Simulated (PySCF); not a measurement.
**Correlation energy of O (oxygen, neutral)**

[He] 2s1 2p4 3s1, high-spin 5P determinant (an excited configuration). Calculation: PySCF 2.14, in aug-cc-pVTZ with one added diffuse shell each of s, p, d, f type (6s5p4d3f, 62 functions); no relativity, point nucleus. Frozen: 1s2; 6 electrons correlated.

MP2 pair energies summed by pair of shells (mhartree):

```json
{"pair": "2p-2p", "energy": "-82.31", "share (%)": "78.6"}
{"pair": "2s-2p", "energy": "-14.28", "share (%)": "13.6"}
{"pair": "2p-3s", "energy": "-7.91", "share (%)": "7.6"}
{"pair": "2s-3s", "energy": "-0.20", "share (%)": "0.2"}
```

Total MP2 correlation energy: -104.70 mhartree.

Same-spin part -32.37 and opposite-spin part -72.33 mhartree; SCS-MP2 scales them by 1/3 and 6/5 to -97.58 mhartree.
